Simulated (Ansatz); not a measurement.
Pulling on the As1–N2 bond in AsN (multiplicity 1 held). Energies count from the point at 1.611 Å.


R- and RO- levels are restricted; in cc, def2 and unpolarised 6-31G sets they are followed outwards from rest. Unrestricted levels (U-) break spin symmetry where that is lower. Active spaces are followed from rest. Levels need not reach the same state.

Frozen-core correlation. Filled d and f shells under p-block atoms count as core.

Programs: Ansatz (Gaussian orbitals). 

```tsv
level	energy at R = 6.446 Å (eV)
U-HF/cc-pVTZ	0.784
R-B3LYP/cc-pVTZ	12.107
U-B3LYP/cc-pVTZ	4.950
R-wB97X-V/cc-pVTZ	17.534
U-MP2/cc-pVTZ	3.150
U-CCSD(T)/cc-pVTZ	[?]
SC-NEVPT2 on CASSCF(10,8)/cc-pVTZ	4.488
FIC-NEVPT4(SD) on CASSCF(10,8)/cc-pVTZ	4.504
FIC-MRCISD+Q on CASSCF(10,8)/cc-pVTZ	4.538
```

Problem. Fill in the missing entries.

Solution. 
- U-CCSD(T)/cc-pVTZ, energy at R = 6.446 Å (eV): 4.375

Doubts at one or more of the structures used: a spin-contaminated determinant (U-HF/cc-pVTZ, U-B3LYP/cc-pVTZ, U-MP2/cc-pVTZ, U-CCSD(T)/cc-pVTZ); a restricted determinant that unrestricted orbitals would lower (R-B3LYP/cc-pVTZ, R-wB97X-V/cc-pVTZ); T1 above 0.05 (U-CCSD(T)/cc-pVTZ).

Ansatz is a first-principles code.
